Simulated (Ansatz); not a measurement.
Relaxation of GaH6N3 (10 atoms, charge 0, multiplicity 1), to a largest force component of 0.02 eV/Å in at most 40 steps.

Theory: Ansatz, RKS r2SCAN-D4/def2-SVP.

```xyz
10
Properties=species:S:1:pos:R:3
Ga 0.000 0.000 0.000
N 0.000 0.000 1.930
H -0.877 -0.271 2.460
H 0.877 0.271 2.460
N 1.671 0.000 -0.965
H 2.138 -0.918 -1.217
H 2.123 0.918 -1.243
N -1.671 0.000 -0.965
H -2.340 -0.816 -0.866
H -1.920 0.816 -1.594
```

**Question.** Where does it end, and by what steps?

**Answer.** The forces met the threshold. After 12 steps the energy has fallen by 1.348 eV; H6 moved furthest, 1.34 Å.

```csv
step,energy less start (eV),largest force component (eV/Å),accepted
0,0.0000,1.988,yes
1,-0.7379,1.016,yes
2,-0.9618,0.806,yes
3,-1.0918,0.511,yes
4,-1.1773,0.387,yes
5,-1.2275,0.314,yes
6,-1.2707,0.272,yes
7,-1.3109,0.212,yes
8,-1.3386,0.168,yes
9,-1.3460,0.027,yes
10,-1.3463,0.213,yes
11,-1.3480,0.064,yes
12,-1.3485,0.014,yes
```

```xyz
10
Properties=species:S:1:pos:R:3
Ga 0.004 -0.015 0.001
N -0.020 0.214 1.810
H -0.829 -0.083 2.347
H 0.824 0.043 2.349
N 1.592 -0.017 -0.893
H 1.620 0.118 -1.898
H 2.417 0.394 -0.469
N -1.550 -0.335 -0.895
H -2.445 -0.143 -0.458
H -1.614 -0.176 -1.895
```

Whether the end is a true minimum wasn't checked by a vibrational analysis.

Run time: 15 s on 2 threads of AMD EPYC 9B45 (Zen 5), on a shared host, peak memory 0.19 GiB.
